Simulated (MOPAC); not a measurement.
MOPAC input (PM3):

```
PM3 PRECISE GNORM=0.05 LET XYZ CHARGE=1 GEO-OK AUX(PRECISION=9) THREADS=1
H9N2Si2

N     2.48031300 1   -0.42102900 1   -0.13724300 1
Si    1.06016700 1    0.23699400 1    0.46340100 1
N    -0.43995900 1   -0.60344000 1   -0.35157000 1
Si   -2.06327800 1    0.30786800 1   -0.18869400 1
H     3.01293000 1   -0.00298400 1   -0.88485700 1
H     2.97774600 1   -1.17668600 1    0.30873200 1
H     0.84109700 1    1.62672000 1    0.04553600 1
H     0.79881000 1   -0.08218500 1    1.87076600 1
H    -0.22698500 1   -0.74661500 1   -1.34170300 1
H    -0.53250000 1   -1.54525600 1    0.03553900 1
H    -2.07080700 1    0.75036700 1    1.21247700 1
H    -1.94087600 1    1.40237300 1   -1.15921800 1
H    -3.09833400 1   -0.68252400 1   -0.51147300 1
```

From the output:

```
                                                       MOPAC v23.2.5 Linux

          FINAL HEAT OF FORMATION =        104.35223 KCAL/MOL =     436.60974 KJ/MOL

          COSMO AREA              =        140.43 SQUARE ANGSTROMS
          COSMO VOLUME            =        136.58 CUBIC ANGSTROMS

          GRADIENT NORM           =          0.04099          =       0.01137 PER ATOM
          IONIZATION POTENTIAL    =         13.629244 EV
          HOMO LUMO ENERGIES (EV) =        -13.629 -5.110
          NO. OF FILLED LEVELS    =         13
          MOLECULAR WEIGHT        =         93.2555         POINT GROUP:  C1

          MOLECULAR DIMENSIONS (Angstroms)

            Atom       Atom       Distance
            H    13    H     6     6.12731
            H    10    H     7     3.38298
            H     9    H     8     3.17715

          SCF CALCULATIONS        =         46

   ATOM   CHEMICAL          X               Y               Z
  NUMBER   SYMBOL      (ANGSTROMS)     (ANGSTROMS)     (ANGSTROMS)

     1       N          2.39167092  *  -0.45583226  *  -0.19966425  *
     2      Si          0.95193695  *   0.25734664  *   0.48768707  *
     3       N         -0.39274746  *  -0.69655742  *  -0.40035865  *
     4      Si         -1.92522351  *   0.31682211  *  -0.17443413  *
     5       H          2.94961104  *   0.06009250  *  -0.84553855  *
     6       H          2.96556894  *  -1.05957271  *   0.34876710  *
     7       H          0.68150914  *   1.67246303  *   0.10229529  *
     8       H          0.71272070  *  -0.02751820  *   1.92900601  *
     9       H         -0.18171272  *  -0.82736122  *  -1.38039170  *
    10       H         -0.50703384  *  -1.62439718  *  -0.01789999  *
    11       H         -1.90591304  *   0.80257880  *   1.22991255  *
    12       H         -1.86468775  *   1.43183696  *  -1.15128778  *
    13       H         -3.09197057  *  -0.56274546  *  -0.42796433  *

                             CARTESIAN COORDINATES

   1    N        2.391670915    -0.455832264    -0.199664252
   2   Si        0.951936949     0.257346642     0.487687067
   3    N       -0.392747457    -0.696557423    -0.400358653
   4   Si       -1.925223509     0.316822107    -0.174434129
   5    H        2.949611044     0.060092498    -0.845538553
   6    H        2.965568939    -1.059572710     0.348767095
   7    H        0.681509141     1.672463030     0.102295295
   8    H        0.712720701    -0.027518205     1.929006011
   9    H       -0.181712723    -0.827361217    -1.380391700
  10    H       -0.507033844    -1.624397177    -0.017899986
  11    H       -1.905913041     0.802578802     1.229912554
  12    H       -1.864687749     1.431836957    -1.151287782
  13    H       -3.091970571    -0.562745458    -0.427964325

           Empirical Formula: H9 N2 Si2  =    13 atoms

      MOLECULAR POINT GROUP   :   C1

                  EIGENVALUES
 -35.20425 -32.20823 -22.08539 -21.75966 -20.32110 -19.67605 -18.49045 -17.40649
 -17.23084 -15.99662 -15.41336 -15.11700 -13.62924  -5.10967  -4.29754  -3.73363
  -2.88036  -2.62588  -2.20282  -1.95505  -1.87277  -1.44986  -0.86961   0.56738
   1.50213

              NET ATOMIC CHARGES AND DIPOLE CONTRIBUTIONS

  ATOM NO.   TYPE          CHARGE      No. of ELECS.   s-Pop       p-Pop
    1          N          -0.210588        5.2106     1.38466     3.82593
    2         Si           0.759795        3.2402     0.96424     2.27597
    3          N           0.078621        4.9214     1.33520     3.58618
    4         Si           0.730185        3.2698     0.93210     2.33771
    5          H           0.073653        0.9263     0.92635
    6          H           0.073955        0.9260     0.92605
    7          H          -0.125862        1.1259     1.12586
    8          H          -0.130668        1.1307     1.13067
    9          H           0.069191        0.9308     0.93081
   10          H           0.067065        0.9329     0.93293
   11          H          -0.123106        1.1231     1.12311
   12          H          -0.125895        1.1259     1.12590
   13          H          -0.136346        1.1363     1.13635
 DIPOLE           X         Y         Z       TOTAL
 POINT-CHG.    -0.574    -0.863    -0.454     1.131
 HYBRID         0.826    -0.555    -0.202     1.015
 SUM            0.252    -1.418    -0.655     1.582

          ATOMIC ORBITAL ELECTRON POPULATIONS

     Atom    s        px        py        pz
    1  N   1.38466   1.19350   1.33657   1.29586
    2 Si   0.96424   0.70968   0.77754   0.78875
    3  N   1.33520   1.33493   1.14278   1.10847
    4 Si   0.93210   0.69741   0.78683   0.85348
    5  H   0.92635
    6  H   0.92605
    7  H   1.12586
    8  H   1.13067
    9  H   0.93081
   10  H   0.93293
   11  H   1.12311
   12  H   1.12590
   13  H   1.13635

 **********************
 *                    *
 * JOB ENDED NORMALLY *
 *                    *
 **********************

 == MOPAC DONE ==
```

The dipole moment of an ion depends on the origin.

The geometry given is a B3LYP-D3(BJ)/def2-TZVP minimum.
